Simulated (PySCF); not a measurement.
**How the method changes the constants of LaCl**

State: singlet, about 0.1 electrons in the 4f shell (Mulliken). Set-up: PySCF, spin-free X2C with a Gaussian nucleus, basis sets La x2c-SVPall, Cl x2c-SVPall. De refers to La (5d1 6s2) + Cl in their high-spin ground configurations, without counterpoise correction. A positive dipole means La(−)Cl(+). Levels whose curve was spin-contaminated or gave no clean fit are not listed.

```csv
Level,Re (Å),ωe (cm⁻¹),De (eV),μ (D)
RHF,2.573,341,n/a,-3.50
RHF-MP2,2.498,371,n/a,n/a
RHF-SCS-MP2,2.511,365,n/a,n/a
RHF-CCSD,2.521,360,n/a,n/a
RHF-CCSD(T),2.519,360,n/a,n/a
ωB97X,2.514,348,5.24,-3.30
```

Q: What does second-order correlation do here, going from RHF to RHF-MP2?

A: RHF-MP2 less RHF: -7.5 pm in Re, +8.8 % in ωe. Correlation nearly always deepens the well. The bond shortens, as is common for weak, ionic, metallic or heavy-atom bonds, where dispersion and the correlation of outer-core electrons can pull the atoms together.

Q: What does the triples do here, going from RHF-CCSD to RHF-CCSD(T)?

A: RHF-CCSD(T) less RHF-CCSD: -0.2 pm in Re, +0.0 % in ωe. Correlation nearly always deepens the well. The bond shortens, as is common for weak, ionic, metallic or heavy-atom bonds, where dispersion and the correlation of outer-core electrons can pull the atoms together.

Q: What does all correlation do here, going from RHF to RHF-CCSD(T)?

A: RHF-CCSD(T) less RHF: -5.4 pm in Re, +5.6 % in ωe. Correlation nearly always deepens the well. The bond shortens, as is common for weak, ionic, metallic or heavy-atom bonds, where dispersion and the correlation of outer-core electrons can pull the atoms together.

Correlated steps freeze 23 core orbitals. Spin–orbit coupling is left out, which matters for elements this heavy, above all for dissociation energies.

The whole job (state search and all levels along the bond) took about 4.8 min on 2 threads of Arm Neoverse V2 (shared host), peak memory 1.9 GiB.
